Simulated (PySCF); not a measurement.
## A survey of ²⁹Si NMR shifts

- shielding tensors at PBE0/pcSseg-1 (GIAO)
- geometry from GFN2-xTB
- run in PySCF 2.14
- isolated molecule, non-relativistic, averaged over atoms made equivalent by symmetry, fast rotation or ring inversion, one computed conformer

Shieldings were converted by a linear fit to measured shifts: ²⁹Si: δ = 279.94 − 0.822σ (rms 8.9 ppm, 72 shifts, 25.8 ppm with the 6 outliers that the fit left out vs TMS, solution or neat liquid). A few per cent of atoms miss by over 2 rms, more outside the fitted compound classes.

Problem. Give the ²⁹Si shifts of `N#CC[SiH2][Si@H](Cl)CCl`, `[SiH3]N[Si@@H]([SiH3])O[SiH3]`, `C=C[Si@@H](OC[SiH3])C(F)(F)F`, `C=C(C)[SiH2][C@@H](F)SC`, `N#CC[SiH2][SiH3]`, `N#C[SiH2][SiH2]CC(Cl)Cl`, `C=C[Si@@H](CO[SiH3])C(F)(F)F`, `C1CPCC[SiH2]1`.

Solution. 
```json
{"compound": "[N:1]#[C:2][CH2:3][SiH2:4][Si@H:5]([Cl:6])[CH2:7][Cl:8]", "environment": "Si5: silicon bonded to C, Cl, Si, H", "δ (ppm)": "-18.2"}
{"compound": "[N:1]#[C:2][CH2:3][SiH2:4][Si@H:5]([Cl:6])[CH2:7][Cl:8]", "environment": "Si4: silicon bonded to C, Si, 2 H", "δ (ppm)": "-69.3"}
{"compound": "[SiH3:1][NH:2][Si@@H:3]([SiH3:4])[O:5][SiH3:6]", "environment": "Si3: silicon bonded to N, O, Si, H", "δ (ppm)": "-20.6"}
{"compound": "[SiH3:1][NH:2][Si@@H:3]([SiH3:4])[O:5][SiH3:6]", "environment": "Si6: silicon bonded to O, 3 H", "δ (ppm)": "-43.2"}
{"compound": "[SiH3:1][NH:2][Si@@H:3]([SiH3:4])[O:5][SiH3:6]", "environment": "Si1: silicon bonded to N, 3 H", "δ (ppm)": "-55.5"}
{"compound": "[SiH3:1][NH:2][Si@@H:3]([SiH3:4])[O:5][SiH3:6]", "environment": "Si4: silicon bonded to Si, 3 H", "δ (ppm)": "-105.5"}
{"compound": "[CH2:1]=[CH:2][Si@@H:3]([O:4][CH2:5][SiH3:6])[C:7]([F:8])([F:9])[F:10]", "environment": "Si3: silicon bonded to 2 C, O, H", "δ (ppm)": "-37.4"}
{"compound": "[CH2:1]=[CH:2][Si@@H:3]([O:4][CH2:5][SiH3:6])[C:7]([F:8])([F:9])[F:10]", "environment": "Si6: silicon bonded to C, 3 H", "δ (ppm)": "-66.4"}
{"compound": "C=C(C)[SiH2][C@@H](F)SC", "environment": "silicon bonded to 2 C, 2 H", "δ (ppm)": "-46.2"}
{"compound": "[N:1]#[C:2][CH2:3][SiH2:4][SiH3:5]", "environment": "Si4: silicon bonded to C, Si, 2 H", "δ (ppm)": "-64.8"}
{"compound": "[N:1]#[C:2][CH2:3][SiH2:4][SiH3:5]", "environment": "Si5: silicon bonded to Si, 3 H", "δ (ppm)": "-105.3"}
{"compound": "[N:1]#[C:2][SiH2:3][SiH2:4][CH2:5][CH:6]([Cl:7])[Cl:8]", "environment": "Si4: silicon bonded to C, Si, 2 H", "δ (ppm)": "-71.3"}
{"compound": "[N:1]#[C:2][SiH2:3][SiH2:4][CH2:5][CH:6]([Cl:7])[Cl:8]", "environment": "Si3: silicon bonded to C, Si, 2 H", "δ (ppm)": "-85.6"}
{"compound": "[CH2:1]=[CH:2][Si@@H:3]([CH2:4][O:5][SiH3:6])[C:7]([F:8])([F:9])[F:10]", "environment": "Si6: silicon bonded to O, 3 H", "δ (ppm)": "-37.4"}
{"compound": "[CH2:1]=[CH:2][Si@@H:3]([CH2:4][O:5][SiH3:6])[C:7]([F:8])([F:9])[F:10]", "environment": "Si3: silicon bonded to 3 C, H", "δ (ppm)": "-40.0"}
{"compound": "C1CPCC[SiH2]1", "environment": "silicon bonded to 2 C, 2 H, in a 6-membered ring", "δ (ppm)": "-46.3"}
```

Problem. Match the shifts -29.4, -48.4, -66.8 ppm to `Cc1nnc(C)c([SiH3])n1`, `C/C=C/C(C)(C)[SiH3]`, `CC(C)([SiH3])C(=S)CF`.

Solution. -29.4: CC(C)([SiH3])C(=S)CF (silicon bonded to C, 3 H); -48.4: C/C=C/C(C)(C)[SiH3] (silicon bonded to C, 3 H); -66.8: Cc1nnc(C)c([SiH3])n1 (silicon bonded to C, 3 H).
